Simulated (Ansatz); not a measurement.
Isomers of In9Ga (singlet), found by a short tight-binding search and relaxed with PBE-D4/def2-SVP in Ansatz.

In the def2 sets In takes a core potential; there is no spin–orbit coupling.

A: The restricted singlet is unstable towards broken spin symmetry in Hartree–Fock (as tested in another run); at PBE-D4/def2-SVP, r2SCAN-D4/def2-SVP, PBE0-D4/def2-SVP this wasn't settled.

Other spin states weren't relaxed.

A:

```xyz
10

Ga    2.7162   -1.4051    0.2931
In   -3.3834    1.2404    0.0775
In   -0.9421    2.3614   -1.7840
In   -0.9772   -0.7643    1.0295
In   -0.7280    2.3648    1.2506
In    1.0687   -2.7651    2.1893
In    0.7361   -2.1240   -1.4630
In    1.8423    0.7727    1.7122
In    1.5065    0.8567   -1.3369
In   -1.8392   -0.5376   -1.9683
```

B:

| atom | x (Å) | y (Å) | z (Å) |
| --- | --- | --- | --- |
| Ga1 | 0.1422 | -1.2178 | 0.3842 |
| In2 | 1.2994 | -2.0778 | 2.7489 |
| In3 | 2.2387 | 0.5174 | 4.2522 |
| In4 | -1.4018 | 3.1918 | -2.6494 |
| In5 | -0.6271 | -4.0143 | 0.8615 |
| In6 | 1.2664 | 1.1604 | 1.3855 |
| In7 | 0.2496 | 0.6313 | -1.5606 |
| In8 | -1.9375 | -1.9251 | -1.4038 |
| In9 | -2.0932 | 0.2644 | -3.5003 |
| In10 | 0.8634 | 3.4697 | -0.5183 |

**Question.** Estimate their order by electronic energy at PBE0-D4/def2-SVP, counted from the lowest.

**Answer.** A (0.00) < B (1.37), in eV.

**Question.** Do the other levels pick the same lowest one?

**Answer.** All that were run do. Energies above each level's lowest (eV):

```tsv
level	A	B
PBE-D4/def2-SVP	0.00	1.36
r2SCAN-D4/def2-SVP	0.00	1.27
PBE0-D4/def2-SVP	0.00	1.37
```
Point groups (tolerance 0.1 Å): A not assigned, B not assigned. Lower isomers may exist.
